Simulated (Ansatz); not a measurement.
Mulliken charges of Cl2FH3OSi2, SMILES `F[SiH](Cl)O[SiH2]Cl` from PBE/def2-TZVPP in Ansatz (PBE0-D4/def2-TZVP geometry).

```
atom   x (Å)   y (Å)   z (Å)  charge (e)
  F1  -2.314   0.209  -0.045      -0.256
 Si2  -1.212  -0.528   0.821       0.618
 Cl3  -1.683  -2.498   0.894      -0.192
  O4   0.223  -0.363   0.108      -0.258
 Si5   1.275   0.465  -0.820       0.457
 Cl6   1.372   2.407  -0.184      -0.212
  H7  -1.210   0.042   2.173      -0.063
  H8   0.815   0.468  -2.223      -0.048
  H9   2.608  -0.144  -0.654      -0.047
```

Problem. By hand: the dipole of these point charges (1 e Å = 4.8032 D).

Solution. Σ q r = (0.315, -0.123, -0.016) e Å, of length 0.339 e Å = 1.63 D.

Problem. How does the dipole of the full density compare? (Best estimate.)

Solution. Ansatz gave: (0.198, -0.067, 0.006) e Å, 1.00 D; the point charges give 1.63 times that, at 5° from its direction.

Point charges leave out the atoms' own dipoles, such as those of lone pairs, and Mulliken's split depends on the basis, so the two needn't agree.
